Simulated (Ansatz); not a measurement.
`[F][SnH2][F]`. Charge 0, multiplicity 1. Sn: def2 effective core potential.

```json
{"atom": "F1", "x (Å)": "1.808", "y (Å)": "0.038", "z (Å)": "0.178"}
{"atom": "Sn2", "x (Å)": "-0.082", "y (Å)": "0.102", "z (Å)": "-0.081"}
{"atom": "F3", "x (Å)": "-0.711", "y (Å)": "-1.403", "z (Å)": "0.910"}
{"atom": "H4", "x (Å)": "-0.371", "y (Å)": "-0.224", "z (Å)": "-1.716"}
{"atom": "H5", "x (Å)": "-0.645", "y (Å)": "1.488", "z (Å)": "0.710"}
```

Question: What are the harmonic wavenumbers in cm⁻¹ at PBE0-D4/def2-TZVP (Ansatz, finite differences of forces, unscaled)? (Estimate.)

Answer: Ansatz gave: 178, 459, 488, 623, 626, 658, 666, 1998, 2018.

Question: Is this a minimum?

Answer: Yes, all 9 modes are real.

Question: Give the ideal-gas thermochemistry at 298.15 K and 1 bar (rigid rotor, harmonic oscillator; point group C2v, symmetry number 2).

Answer: Zero-point energy 46.1 kJ/mol; H(298) − E = 60.4 kJ/mol; entropy 292.0 J/(mol·K), of which translation 172.1, rotation 97.6, vibration 22.3; G(298) − E = -26.7 kJ/mol.

Question: And at 400, 500, 600, 800 and 1000 K?

Answer: 
```csv
T (K),H − E (kJ/mol),S (J/mol/K),G − E (kJ/mol)
400,67.8,313.3,-57.6
500,75.7,331.1,-89.8
600,84.2,346.6,-123.7
800,102.3,372.5,-195.7
1000,121.3,393.7,-272.4
```

Question: Rotational constants (cm⁻¹)?

Answer: 0.357, 0.1881, 0.1318.
